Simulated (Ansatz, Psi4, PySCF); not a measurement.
CH₄FGaO, singlet, at a GFN2-xTB geometry (such geometries of metal compounds can be far from the true shape), atoms displaced at random by about 0.03 Å a coordinate. Base run: R2SCAN/6-31G, gradient run with PySCF.

Input for PySCF:
```python
from pyscf import gto, scf, dft

mol = gto.Mole()
mol.atom = '''
    Ga    0.034794    0.016306    0.029886
    F    -1.365157   -1.082071    0.120241
    C     0.002199    1.598632   -1.142793
    H     0.683040    1.545614   -1.947141
    H     0.345547    2.487769   -0.510268
    H    -1.032239    1.797259   -1.469303
    O     1.339608   -0.483061    1.032407
    H     1.287314   -1.329767    1.535081
'''
mol.basis = '6-31g'
mol.charge = 0
mol.spin = 0
mol.verbose = 4
mol.build()

mf = dft.RKS(mol)
mf.xc = 'r2scan'
mf.kernel()
g = mf.nuc_grad_method()
grad = g.kernel()
```

Programs used: Ansatz (a first-principles code), Psi4, PySCF; a row that names a program was run with it.

The coordinate followed is z of atom 1.

The base run was repeated with changes; each row names its change, and settings that it needs were set with it.

```
change                                                  dE/dx (Eh/bohr)  net force (Eh/bohr)
------------------------------------------------------  ---------------  -------------------
base                                                           0.030887             0.000841
grids.level = 0; grid_response = off                           0.030859             0.017629
code = psi4                                                    0.030219             0.001483
conv_tol = 1e-4                                                0.030885             0.000838
finite difference step (bohr) = 0.2; conv_tol = 1e-11          0.031160                    -
conv_tol = 1e-11                                               0.030887             0.000841
code = ansatz                                                  0.030149             0.000000
finite difference step (bohr) = 1e-5; conv_tol = 1e-11         0.031199                    -
density fitting = on; auxbasis_response = off                  0.030982             0.001592
conv_tol = 1e-6                                                0.030886             0.000841
grid_response = on                                             0.031199             0.000000
finite difference step (bohr) = 0.05; conv_tol = 1e-11         0.031196                    -
```

The net force is zero for an exact gradient.
